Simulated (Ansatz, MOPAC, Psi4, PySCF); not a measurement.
Complex: HF (SMILES F) (first 2 atoms) with C2H3F (SMILES C=CF); geometry from B3LYP-D3(BJ)/def2-TZVP, rigid monomers moved along the line of their centres of mass till H2···F5 is 2.07 Å.
(charge 0, multiplicity 1):
```xyz
8

F     -0.0997    -0.0549    -0.3070
H      0.0198     0.4426     0.4722
C     -0.2411    -1.1819     3.1456
C      0.0228     0.0725     3.4345
F      0.1849     1.0149     2.4567
H     -0.3421    -1.5271     2.1259
H     -0.3605    -1.8889     3.9533
H      0.1423     0.5151     4.4124
```

Monomers are frozen at their geometry in the pair; levels with a basis set take the counterpoise correction. Rows marked so take none.

Correlated levels freeze the cores. Rows in 6-31G* carry no dispersion term and start afresh at each structure (6-31G* with six Cartesian d functions). The state that AM1, PM7 reach isn't checked; PM7 holds dispersion and hydrogen-bond terms.

Codes used: Ansatz (Gaussian orbitals); MOPAC for AM1, PM7 (differences of heats of formation); Psi4 for SAPT; PySCF for 6-31G* rows, the dispersion terms. Each number belongs to the level named beside it.

```tsv
level	interaction energy (kJ/mol)
AM1	-9.9
PM7	6.7
PBE/def2-TZVPPD	-16.2
B3LYP-D3(BJ)/def2-TZVPPD	-18.8
M06-2X/6-31G* (no counterpoise)	-28.1
wB97M-V/def2-TZVPPD	-18.2
SCS-MP2/aug-cc-pVDZ	-15.5
CCSD/aug-cc-pVDZ	-16.7
SAPT0/jun-cc-pV(D+d)Z	___
```

Q: What belongs in the gaps?

A: 
- SAPT0/jun-cc-pV(D+d)Z, interaction energy (kJ/mol): -19.4

Ansatz is an electronic-structure program.
